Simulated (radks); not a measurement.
Species: neutral copper. Configuration: [Ar] 3d10 4s1. Method: scalar-relativistic Kohn-Sham, LDA (Slater exchange, Perdew-Wang correlation), spin-polarised, spherical densities, finite nucleus; open shells are filled with parallel spins first; Fermi nuclear charge, rms radius 3.8823 fm; hard spherical wall at 12 bohr; computed with a radial shooting solver on a logarithmic mesh with Libxc functionals.

Local quantities along the radius. ELF = 1/(1 + alpha^2) is the electron localisation function; alpha = (tau - tau_W)/tau_unif compares the Pauli kinetic energy density with that of the uniform gas (summed over spins). tau is taken from the large components.

r (bohr)    ELF    alpha
0.003042  1.000  0.01794
0.004026  1.000  0.01900
0.005326  1.000  0.02077
0.007047  0.999  0.02361
0.009325  0.999  0.02818
0.01244   0.999  0.03608
0.01646   0.998  0.04981
0.02177   0.994  0.07631
0.02881   0.983   0.1331
0.03812   0.932   0.2692
0.05043   0.729   0.6103
0.06673   0.383    1.270
0.08829   0.295    1.547
0.1168    0.521   0.9590
0.1546    0.768   0.5503
0.2045    0.795   0.5084
0.2706    0.496    1.008
0.3609    0.202    1.988
0.4775    0.488    1.025
0.6319    0.753   0.5732
0.836     0.736   0.5994
1.106     0.529   0.9437
1.464     0.265    1.667
1.937     0.176    2.166
2.562     0.213    1.923
3.39      0.275    1.624
4.486     0.251    1.726
5.935     0.118    2.732
7.853     0.018    7.312
10.39     0.000    44.84

On this mesh the ELF has minima near r = 0.088, 0.36, 1.9 bohr, which separate the shells, and maxima near 0.18 (0.81), 0.72 (0.77), 3.9 (0.28).

Self-consistent cycle (total energy in hartree, residual of the potential): 1: -1650.344242, 3e+00; 2: -1651.831602, 1e+00; 3: -1652.205640, 7e-01; 4: -1652.074560, 8e-01; 5: -1652.007354, 9e-01; 6: -1652.262807, 4e-02; 7: -1652.257596, 1e-01; 8: -1652.263355, 2e-02; 9: -1652.263479, 6e-03; 10: -1652.263489, 9e-04; 11: -1652.263489, 3e-04; 12: -1652.263489, 9e-05; 13: -1652.263489, 4e-05; 14: -1652.263489, 4e-07; 15: -1652.263489, 6e-08; 16: -1652.263489, 8e-09; 17: -1652.263489, 4e-09.
